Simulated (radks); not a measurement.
Q: Valence configurations of Fe2+ (all share [Ar]). All-electron calculation, non-relativistic Kohn-Sham, TPSS, spin-polarised, spherical densities, point nucleus; open shells are filled with parallel spins first; meta-GGA in the generalised Kohn-Sham scheme. Program: a radial shooting solver on a logarithmic mesh with Libxc functionals. Order these by energy: 3d6; 3d5.5 4s0.5; 3d4 4s1 4p1; 3d4 4p2; 3d3.5 4s1.5 4p1; 3d3 4s2 4p1; 3d5 4p1; 3d5 4s1; 3d4 4s2; 3d4.5 4s1.5.

A: From the lowest, in eV above it: 3d6 0.000; 3d5.5 4s0.5 1.773; 3d5 4s1 4.059; 3d5 4p1 10.490; 3d4.5 4s1.5 11.491; 3d4 4s2 19.769; 3d4 4s1 4p1 24.278; 3d4 4p2 31.259; 3d3.5 4s1.5 4p1 34.545; 3d3 4s2 4p1 45.927. NIST lists [Ar] 3d6 as the ground configuration; this level of theory agrees among the configurations tried. The energies are those of spherical high-spin densities, not of single terms.
